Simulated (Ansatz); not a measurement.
CaO2⁻, relaxed as a doublet with UKS PBE0-D4/def2-TZVPD in Ansatz, starting from the GFN2-xTB geometry. Force threshold 0.02 eV/Å.

The relaxation made no stability test and no search for a lower SCF solution. The structure comes from a short search, and lower isomers may exist.

Start:

```
atom    x (Å)    y (Å)    z (Å)
 Ca1   0.5146   0.0212  -0.1357
  O2  -0.5137  -1.2581  -1.1090
  O3  -0.0009   1.2369   1.2448
```

Question: Estimate the energy that the relaxation releases and the steps that it takes.

Answer: 11.0 kcal/mol, in 5 steps; 6.5 s on 4 threads of Arm Neoverse V1 on a shared host. No frequencies were taken in this run, so the end may be a saddle point.

Question: Does the start keep its bonding and symmetry?

Answer: By distances, no bond broke or formed. The bond that changes most is Ca1–O2, from 1.91 to 1.98 Å (atoms count from 1). Point group C2v at the start, D∞h at the end, both within 0.05 Å.

Question: Predict the relaxed structure.

Answer: 
Cartesian coordinates in Å:
```
Ca 0.001 0.000 0.000
O -0.294 -1.427 -1.346
O 0.293 1.426 1.346
```
Bond lengths: 2 × Ca–O 1.98 Å.
